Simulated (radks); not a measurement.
The holmium ion Ho+ inside a hard spherical wall (all orbitals vanish at R), configuration held at [Xe] 4f11 6s1 and not refilled when levels cross. All-electron calculation, scalar-relativistic Kohn-Sham, PBE, spin-polarised, spherical densities, finite nucleus; open shells are filled with parallel spins first (spin-orbit coupling, left out, can overturn this in heavy ions); Fermi nuclear charge, rms radius 5.2022 fm. Program: a radial shooting solver on a logarithmic mesh with Libxc functionals. Eigenvalues in eV for spin up, with the zero of energy where the potential of the charges vanishes at infinity; a dash marks a level that is unbound or too diffuse for the functional's potential to be trusted. A positive occupied level is held by the wall or, in an anion where self-interaction has pushed it up, behind a barrier. The pressure on the wall is -dE/dV.

| R (bohr) | E (hartree) | kinetic (hartree) | e(5s) | e(5p) | e(4f) | e(6s) | e(5d, empty) | e(6p, empty) | pressure (GPa) |
|---|---|---|---|---|---|---|---|---|---|
| free | -12615.0000 | 13640.338 | -57.505 | -32.863 | -10.615 | -9.324 | -7.106 | -5.747 | 0 |
| 20 | -12615.0000 | 13640.338 | -57.505 | -32.863 | -10.615 | -9.324 | -7.106 | -5.747 | < 0.0001 |
| 10 | -12614.9997 | 13640.342 | -57.488 | -32.846 | -10.598 | -9.309 | -7.089 | -5.665 | 0.00762 |
| 6 | -12614.9667 | 13640.542 | -56.763 | -32.153 | -9.869 | -8.097 | -6.263 | -3.009 | 2.48 |
| 4 | -12614.6295 | 13642.034 | -53.936 | -29.496 | -6.711 | 0.972 | -1.908 | 11.070 | 73.6 |
| 2 | -12601.5687 | 13691.940 | -11.860 | 19.465 | 39.474 | 163.87 | 67.934 | 200.09 | 18700 |
| 1.5 | -12565.2491 | 13811.699 | 78.367 | 125.41 | 107.34 | 448.72 | 198.10 | 503.54 | 151000 |
